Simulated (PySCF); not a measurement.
**Basis and Hamiltonian dependence of the excitation energy of Mn**

Mn [Ar] 3d5 4s2 (6S) → Mn [Ar] 3d4 4s2 5s1 (6D). All values are computed (PySCF 2.14, energy differences of UHF-based or UKS calculations, no spin-orbit coupling). Values in eV.

```
                                                                   basis       Hamiltonian  functions     UHF  r2SCAN    PBE0  MP2 (valence)
                                                          aug-cc-pVDZ-DK     spin-free X2C         59  10.767  12.120  11.777         11.399
                                                             aug-cc-pVDZ  non-relativistic         59  11.111  12.456  12.114         11.763
                                                            ANO-RCC-VTZP     spin-free X2C         59  12.158  13.079  12.785         12.679
                                                             def2-TZVPPD  non-relativistic         67  12.280  13.244  12.961         12.659
       x2c-TZVPPall with one added diffuse shell each of s, p, d, f type     spin-free X2C         80  10.675  12.051  11.725         11.310
                                                             aug-cc-pVTZ  non-relativistic         93  10.936  12.272  11.943         11.604
                                                              dyall-av2z  non-relativistic        101  11.007  12.412  12.073         11.657
     aug-cc-pVTZ with one added diffuse shell each of s, p, d, f, g type  non-relativistic        118  10.931  12.271  11.942         11.607
                                                        aug-cc-pwCVTZ-DK     spin-free X2C        127     n/a  11.941  11.616            n/a
                                                           aug-cc-pwCVTZ  non-relativistic        127  10.925  12.257  11.933         11.616
                                                             aug-cc-pVQZ  non-relativistic        140  10.923  12.239  11.931         11.625
aug-cc-pwCVTZ-DK with one added diffuse shell each of s, p, d, f, g type     spin-free X2C        152     n/a  11.939  11.615            n/a
                                                              dyall-av3z  non-relativistic        164  10.931     n/a     n/a            n/a
```

Frozen in the all-electron rows: valence: [Ar].

At UHF, ANO-RCC-VTZP, def2-TZVPPD lie more than 0.3 eV from the median of the rows with comparable relativity. Of these, ANO-RCC-VTZP, def2-TZVPPD have no diffuse functions of the l that the added or promoted electron needs.

Non-relativistic rows lack the scalar-relativistic shift. The upper state lies above the first ionisation limit, where it may autoionise and the basis confines it. A Rydberg-like electron needs more diffuse functions than a valence basis has.
